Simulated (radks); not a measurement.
Q: Species: Pr3+. Configuration: [Xe] 4f2. Method: Dirac Kohn-Sham, PBE, spin-unpolarised, spherical densities, finite nucleus; open shells fill j = l - 1/2 first; Fermi nuclear charge, rms radius 4.8919 fm; computed with a radial shooting solver on a logarithmic mesh with Libxc functionals. Some entries of the table are withheld. Estimate them.

| orbital | occ. | eigenvalue (eV) | <r^2> (bohr^2) | <r> (bohr) |
|---|---|---|---|---|
| 1s1/2 | 2 | -41804.16 | (1) | 0.02409 |
| 2s1/2 | 2 | -6747.932 | 0.01248 | 0.1026 |
| 2p1/2 | 2 | -6379.288 | 0.009132 | 0.08605 |
| 2p3/2 | 4 | -5897.103 | 0.01039 | 0.09236 |
| 3s1/2 | 2 | -1480.327 | 0.08467 | 0.2720 |
| 3p1/2 | 2 | -1323.503 | 0.07962 | 0.2617 |
| 3p3/2 | 4 | -1227.987 | 0.08707 | 0.2740 |
| 3d3/2 | 4 | -954.2738 | 0.07096 | 0.2453 |
| 3d5/2 | 6 | -933.6939 | 0.07306 | 0.2491 |
| 4s1/2 | 2 | -318.5926 | 0.4358 | 0.6214 |
| 4p1/2 | 2 | -259.8240 | 0.4641 | (2) |
| 4p3/2 | 4 | -239.1488 | 0.5047 | (3) |
| 4d3/2 | 4 | -142.5512 | 0.5968 | 0.7174 |
| 4d5/2 | 6 | -138.9010 | 0.6130 | 0.7271 |
| 5s1/2 | 2 | -65.4842 | 2.418 | (4) |
| 5p1/2 | 2 | -49.1534 | 2.990 | 1.629 |
| 5p3/2 | 4 | -46.0262 | 3.264 | 1.702 |
| 4f5/2 | 2 | -29.9373 | 1.307 | (5) |
| 4f7/2 | 0 | -29.5374 | 1.333 | (6) |

A: 
(1) 1s1/2 <r^2> (bohr^2): 0.0007896
(2) 4p1/2 <r> (bohr): 0.6388
(3) 4p3/2 <r> (bohr): 0.6663
(4) 5s1/2 <r> (bohr): 1.469
(5) 4f5/2 <r> (bohr): 1.009
(6) 4f7/2 <r> (bohr): 1.019
